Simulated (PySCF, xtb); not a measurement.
C2H8BNO, SMILES CN(C)BO.

GFN2-xTB in xtb 6.7.1 at its own geometry gives an orbital gap of 6.24 eV and a dipole moment of 2.95 D.

Geometry: TPSSh-D3(BJ)/def2-SVP. The structure was generated by enumeration, and PubChem lists no compound with its InChIKey, so it may never have been made. One conformer was computed; it need not be the lowest.

What does PySCF with PBE/def2-TZVP give? (Estimate from the structure and the level; the computed values follow.)

gap 5.47 eV (levels -5.60 and -0.13 eV), dipole 2.77 D.
